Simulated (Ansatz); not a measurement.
`[NH2][InH][OH]` + H₂ → `[NH2][InH2]` + H₂O at 298.15 K and 1 bar (hydrogenolysis of the In–O bond).

Calculated with Ansatz (gas phase, PBE0-D4/def2-TZVP geometries, no zero-point term in ΔE). CBS: MP2 limit from def2 TZ/QZ plus the TZ coupled-cluster correction, frozen cores. This one scheme is used for every species. Elements past krypton have def2 core potentials. For In outer-core shells are correlated without core-valence functions, which leaves a few kJ/mol of doubt a bond. One conformer a species, not always the lowest.

```json
{"species": "`[NH2][InH][OH]`", "CCSD(T)/CBS energy (Eh)": "-322.11394", "H − E (kJ/mol)": "133.1", "S (J/(mol·K))": "316.6"}
{"species": "H₂", "CCSD(T)/CBS energy (Eh)": "-1.17544", "H − E (kJ/mol)": "35.1", "S (J/(mol·K))": "130.4"}
{"species": "`[NH2][InH2]`", "CCSD(T)/CBS energy (Eh)": "-246.90424", "H − E (kJ/mol)": "110.5", "S (J/(mol·K))": "281.1"}
{"species": "H₂O", "CCSD(T)/CBS energy (Eh)": "-76.37941", "H − E (kJ/mol)": "66.4", "S (J/(mol·K))": "188.7"}
```

H − E and S are ideal-gas, rigid-rotor, harmonic terms from PBE0-D4/def2-TZVP, for one conformer and one mirror image of each species. The MP2-based limit puts H₂ 0.8 mEh under its directly extrapolated value; such offsets cancel only in part. 1 Eh = 2625.50 kJ/mol, R = 8.31446 J/(mol·K).

Problem. By hand: ΔE, ΔH, ΔS and ΔG.

Solution. ΔE = (-246.90424) + (-76.37941) − (-322.11394) − (-1.17544) = 0.00573 Eh = 15.0 kJ/mol. Δ(H − E) = 110.5 + 66.4 − 133.1 − 35.1 = 8.7, so ΔH = 23.7 kJ/mol. ΔS = 281.1 + 188.7 − 316.6 − 130.4 = 22.8 J/(mol·K). ΔG = 23.7 − 298.15 × (22.8)/1000 = 16.9 kJ/mol.

Problem. By hand: the equilibrium constant, and the temperature at which ΔG would vanish if ΔH and ΔS stayed fixed.

Solution. log₁₀ K = −ΔG/(RT ln 10) = -3.0. ΔG = 0 at ΔH/ΔS = 1039 K.

ΔH outweighs TΔS. A doubt of 5 kJ/mol in ΔE shifts log₁₀ K by 0.9 here. Other conformers and mirror images would add mixing entropy, several J/(mol·K) or more a flexible species. These are equilibria of isolated gas molecules and say nothing of rates. Largest T1 diagnostic: 0.016 (customary marks: 0.02 for closed shells, 0.045 for open ones).
